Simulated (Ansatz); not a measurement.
Reaction (formal exchange of groups at the Si–S bond): `CSS[SiH2][SiH3]` + `C[O][AlH][NH2]` → `[NH2][AlH][O][SiH2][SiH3]` + `CSSC`

Gas-phase electronic energies from Ansatz, PBE0-D4/def2-TZVP geometries. CCSD(T)/CBS is the MP2 limit (def2-TZVPP, def2-QZVPP) plus CCSD(T) − MP2 in def2-TZVPP, frozen cores. This one scheme is used for every species. Each species was taken in one conformer, which may not be the lowest.

`CSS[SiH2][SiH3]`:

Cartesian coordinates in Å:
```
C 2.513 1.023 0.352
S 0.977 1.548 -0.427
S -0.361 1.412 1.132
Si -0.939 -0.635 0.811
Si -2.090 -0.868 -1.211
H 3.277 1.081 -0.427
H 2.779 1.692 1.169
H 2.440 -0.004 0.708
H 0.274 -1.497 0.860
H -1.820 -0.992 1.959
H -1.267 -0.384 -2.348
H -3.348 -0.077 -1.142
H -2.434 -2.299 -1.435
```

`C[O][AlH][NH2]`:

```xyz
10

C     1.146   -1.253   -0.995
O     0.446   -0.119   -0.585
Al   -0.578    0.240    0.707
N    -1.229    1.874    0.791
H     2.222   -1.046   -1.026
H     0.989   -2.113   -0.330
H     0.833   -1.548   -2.003
H    -0.942   -0.842    1.798
H    -1.849    2.199    1.514
H    -1.039    2.609    0.130
```

`[NH2][AlH][O][SiH2][SiH3]`:

Cartesian coordinates in Å:
```
N 2.271 0.300 -0.877
Al 1.998 -0.489 0.673
O 0.431 -0.501 1.308
Si -1.167 -0.200 1.289
Si -1.897 0.257 -0.897
H 1.571 0.774 -1.424
H 3.165 0.343 -1.340
H 3.170 -1.176 1.462
H -1.480 0.968 2.161
H -1.913 -1.373 1.824
H -1.101 1.377 -1.477
H -1.715 -0.928 -1.781
H -3.333 0.649 -0.921
```

`CSSC`:

Z-matrix (Å, degrees):
```
C
S 1 1.805
H 1 1.090 2 111.3
H 1 1.089 2 110.5 3 123.0
H 1 1.093 2 106.2 3 -118.5
S 2 2.027 1 103.4 3 -65.0
C 6 1.805 2 103.4 1 86.1
H 7 1.089 6 110.6 2 58.0
H 7 1.093 6 106.2 2 176.6
H 7 1.090 6 111.3 2 -64.9
```

| species | MP2/CBS(def2) energy (Eh) |
| --- | --- |
| `CSS[SiH2][SiH3]` | -1416.47359 |
| `C[O][AlH][NH2]` | -413.57327 |
| `[NH2][AlH][O][SiH2][SiH3]` | -954.90678 |
| `CSSC` | -875.18225 |

(1) Work out ΔE.

Largest T1 diagnostic among the species: 0.013.

Results:

(1) ΔE = (-954.90678) + (-875.18225) − (-1416.47359) − (-413.57327) = -0.04217 Eh = -26.5 kcal/mol. CCSD(T)/CBS gives -25.9 kcal/mol.

From PBE to PBE0 (25 % exact exchange), in def2-TZVPP and without D4, ΔE moves by −1.0 kcal/mol. In def2-TZVPP, CCSD(T) changes the Hartree–Fock value by +2.5 kcal/mol (the triples alone add +0.5 kcal/mol) and MP2 by +1.9 kcal/mol.
